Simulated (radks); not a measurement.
The numbers below are computed, except where a source is named.
Q: Radial electron density D(r) = 4 pi r^2 rho(r) of an atom or ion with 42 electrons. Code: a radial shooting solver on a logarithmic mesh with Libxc functionals. Model: Dirac Kohn-Sham, LDA (Slater exchange, Perdew-Wang correlation), spin-unpolarised, spherical densities, point nucleus.

r (bohr)  D(r) (e/bohr)
0.004534          13.50
0.005195          16.45
0.005999          20.09
0.006873          24.01
0.007874          28.38
0.009094          33.41
0.01042           38.38
0.01203           43.66
0.01379           48.36
0.01592           52.65
0.01824           55.71
0.02106           57.54
0.02413           57.78
0.02787           56.51
0.03193           54.26
0.03688           51.58
0.04225           49.75
0.04841           49.57
0.0559            51.92
0.06405           56.52
0.07397           62.88
0.08474           68.48
0.09787           71.65
0.1121            70.47
0.1295            64.74
0.1484            56.97
0.1713            49.69
0.1963            46.68
0.2249            48.35
0.2597            53.09
0.2976            56.37
0.3436            54.60
0.3937            46.96
0.4547            35.09
0.5209            24.39
0.6016            17.10
0.6893            14.65
0.796             14.77
0.912             14.93
1.053             13.55
1.207             10.87
1.382             7.800
1.597             5.056
1.829             3.267
2.112             2.075
2.42              1.339
2.795            0.7829
3.202            0.4123
3.698            0.1712
4.237           0.05929
4.893           0.01450
5.606          0.002824
6.474         0.0003454

What is the nuclear charge?

A: Z = 45. The innermost maximum, from 1s, lies near gamma/Z bohr with gamma = sqrt(1 - (Z/c)^2) = 0.945, here 0.021 bohr (found: 0.0230), and its height grows with Z. The density is that of the rhodium ion Rh3+ in [Kr] 4d4.5 5s1.5; the configuration itself is not fixed sharply by these data, and Z only to a few units. D(r) has 4 maxima, at r = 0.0230, 0.101, 0.307, 0.876 bohr, and minima at 0.0458, 0.199, 0.723 bohr, inside which lie 2.04, 11.12, 29.25 electrons.
